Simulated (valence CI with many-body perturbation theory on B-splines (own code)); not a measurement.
**Level structure of Sb10+**

Method: relativistic CI+MBPT: five valence electrons over a frozen Dirac-Fock core [Kr], a basis of 7 s, 7 p, 8 d, 6 f, 4 g, 1 h functions for each j, with the one-electron correlation potential Σ1, the two-electron term Σ2, the three-electron term Σ3, Breit, model QED; selected CI, second order for the rest, scaled by the run's own slope (own B-spline code, finite nucleus).

No measured levels were compared; by estimate terms of the open shell hold to 2 to 4 % of their energy, and close levels can change places. Not all symmetries were solved, so the list stops early. Among the levels kept, up to 1300 cm⁻¹ of a level comes from second order outside the variational space, and about a tenth of that is noise between levels of different J, which matters for small intervals. Excitations out of the core, of the other parity, are not computed and may begin above about 53.2 eV (a cautious bound); beyond it only levels of the ground parity were kept, without lifetimes.

Levels 1 to 45 of 99, with energies above the lowest level, 4d⁵ ⁶S_5/2. "Leading %" is the weight of the configuration and term that name the level; weights of strongly mixed levels are sums over their largest components and can fall short. Lifetimes count E1, E2, E3, M1 and M2 decay at the calculated energies, and are blank where another channel may lead or the interval is too uncertain; long ones can be off by a factor of two.

```csv
No.,Configuration,Term,J,E (cm⁻¹),Leading %,Second component,Lifetime
1,4d⁵,⁶S,5/2,0,93,6 % 4d⁵ ⁴P,
2,4d⁵,⁴G,5/2,33777,48,14 % 4d⁵ ²F,28.7 ms
3,4d⁵,⁴G,7/2,37669,81,7 % 4d⁵ ²F,485 ms
4,4d⁵,⁴G,11/2,38557,89,8 % 4d⁵ ²H,
5,4d⁵,⁴G,9/2,39363,92,,4.96 s
6,4d⁵,⁴G,5/2,39603,35,29 % 4d⁵ ⁴D,13.6 ms
7,4d⁵,⁴D,3/2,40487,48,44 % 4d⁵ ⁴P,12.7 ms
8,4d⁵,⁴P,1/2,44089,58,38 % 4d⁵ ⁴D,396 ms
9,4d⁵,⁴D,7/2,46859,81,11 % 4d⁵ ⁴G,61.9 ms
10,4d⁵,⁴D,5/2,51440,43,23 % 4d⁵ ⁴P,11.7 ms
11,4d⁵,⁴D,1/2,52058,61,36 % 4d⁵ ⁴P,40.6 ms
12,4d⁵,⁴P,3/2,54063,48,44 % 4d⁵ ⁴D,11.0 ms
13,4d⁵,²I,11/2,54732,81,13 % 4d⁵ ²H,53.4 ms
14,4d⁵,²I,13/2,58326,99,,465 ms
15,4d⁵,²F,7/2,60357,40,36 % 4d⁵ ⁴F,70.7 ms
16,4d⁵,²G,9/2,61270,45,40 % 4d⁵ ⁴F,40.6 ms
17,4d⁵,⁴F,3/2,61428,50,44 % 4d⁵ ²D,12.4 ms
18,4d⁵,²F,5/2,61846,29,20 % 4d⁵ ²D,5.30 ms
19,4d⁵,⁴F,5/2,66991,49,29 % 4d⁵ ²F,12.5 ms
20,4d⁵,²H,9/2,69653,51,40 % 4d⁵ ⁴F,9.96 ms
21,4d⁵,²G,7/2,70939,45,26 % 4d⁵ ²F,17.1 ms
22,4d⁵,²D,3/2,72720,51,43 % 4d⁵ ⁴F,14.0 ms
23,4d⁵,²F,7/2,74283,56,30 % 4d⁵ ²G,7.91 ms
24,4d⁵,²F,5/2,74984,65,16 % 4d⁵ ²D,12.0 ms
25,4d⁵,²H,11/2,78354,78,16 % 4d⁵ ²I,6.13 ms
26,4d⁵,²F,7/2,79117,62,27 % 4d⁵ ⁴F,17.8 ms
27,4d⁵,²G,9/2,79944,46,36 % 4d⁵ ²H,16.1 ms
28,4d⁵,²S,1/2,82595,90,5 % 4d⁵ ⁴P,8.45 ms
29,4d⁵,²F,5/2,84789,42,42 % 4d⁵ ²D,4.79 ms
30,4d⁵,²D,3/2,92828,95,,5.32 ms
31,4d⁵,²D,5/2,96979,81,13 % 4d⁵ ²F,4.65 ms
32,4d⁵,²G,9/2,102030,98,,10.6 ms
33,4d⁵,²G,7/2,103950,92,6 % 4d⁵ ²F,7.53 ms
34,4d⁵,²P,3/2,119370,88,10 % 4d⁵ ²D,8.90 ms
35,4d⁵,²P,1/2,122930,94,4 % 4d⁵ ²S,5.31 ms
36,4d⁵,²D,5/2,134760,97,,
37,4d⁵,²D,3/2,137160,87,10 % 4d⁵ ²P,
38,4d⁴5s,⁶D,1/2,518900,84,13 % 4d⁴5s ⁴P,
39,4d⁴5s,⁶D,3/2,522190,91,6 % 4d⁴5s ⁴P,
40,4d⁴5s,⁶D,5/2,525880,94,,
41,4d⁴5s,⁶D,7/2,529490,93,,
42,4d⁴5s,⁶D,9/2,532920,88,10 % 4d⁴5s ⁴F,
43,4d⁴5s,⁴D,1/2,535510,79,14 % 4d⁴5s ²P,
44,4d⁴5s,⁴D,3/2,540160,89,,
45,4d⁴5s,⁴D,5/2,544470,88,,
```

Names give the largest LS component (configuration and term), which can be under half, so a name can repeat, a term be missing and a line seem to break the LS rules; names also repeat where a configuration has a term twice.

The ionisation energy to 4d⁴ ⁵D0 of the next ion comes out as 214.52 eV (NIST: 214 ± 2.4 eV (theoretical)). All 99 levels together are meant to be complete up to 429080 cm⁻¹.
